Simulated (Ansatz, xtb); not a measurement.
**C2H6Cl2Sn: which of two isomers lies lower**

We compare a, `[CH3][Sn]([CH3])([Cl])[Cl]`, a singlet, with b, `C[CH2][SnH]([Cl])[Cl]`, a singlet. Both are isolated molecules in the gas phase, relaxed with PBE0-D3(BJ)/def2-SVP; each stands in its lowest conformer found.

Quicker runs give these differences E(b) − E(a): GFN2-xTB −6.2 kcal/mol; HF/STO-3G +14.6 kcal/mol (at GFN2-xTB geometries); r2SCAN-D4/def2-SVP +8.8 kcal/mol (at GFN2-xTB geometries).

Task: Which of the two would you expect CCSD(T)/def2-SVP + ΔMP2/def2-TZVPP electronic energies to favour?

Result: Structure a; the calculation gives E(b) − E(a) = +11.9 kcal/mol.

The same difference at several levels:

```tsv
level	geometry	E(b) − E(a) (kcal/mol)	departure from the last row (kcal/mol)	job, with rough time for the two
GFN2-xTB	GFN2-xTB	−6.2	−18.1	optimisation, 0.17 s
HF/STO-3G	GFN2-xTB	+14.6	+2.7	single point, 1 s
r2SCAN-D4/def2-SVP	GFN2-xTB	+8.8	−3.1	single point, 4.3 s
PBE0-D3(BJ)/def2-SVP	PBE0-D3(BJ)/def2-SVP	+8.1	−3.8	optimisation, 37 s
HF/def2-SVP	PBE0-D3(BJ)/def2-SVP	+8.5	−3.3	part of the CCSD(T) run
MP2/def2-SVP	PBE0-D3(BJ)/def2-SVP	+8.5	−3.4	part of the CCSD(T) run
CCSD(T)/def2-SVP	PBE0-D3(BJ)/def2-SVP	+7.5	−4.4	single point
CCSD(T)/def2-SVP + ΔMP2/def2-TZVPP	PBE0-D3(BJ)/def2-SVP	+11.9		single point, 43 s
```

As drawn, b has 1 C–C, 1 Sn–H in place of 1 C–Sn, 1 C–H.

GFN2-xTB puts the two in the other order. The largest departure from CCSD(T)/def2-SVP + ΔMP2/def2-TZVPP is that of GFN2-xTB, 18.1 kcal/mol. The last row adds to CCSD(T) the change of the MP2 difference between the two basis sets, here +4.4 kcal/mol, a large step that makes the value less sure.

With harmonic frequencies from PBE0-D3(BJ)/def2-SVP (ideal gas, rigid rotor, one conformer each, 298.15 K, 1 atm): on the last row, ΔE + ΔZPE = +12.0 kcal/mol. A mode under 50 cm⁻¹ makes harmonic enthalpies and free energies unreliable, so none is given.

The correlated steps freeze 16 core orbitals; the filled d shell of Sn is correlated, in a basis made for valence electrons. Atoms past krypton carry core potentials in the def2 sets, other sets are all-electron and non-relativistic, and no spin–orbit term is included. Programs: Ansatz 0.2.0, xtb 6.7.1; the last row on 2 threads of Intel(R) Xeon(R) Platinum 8488C (Sapphire Rapids) on a shared host.
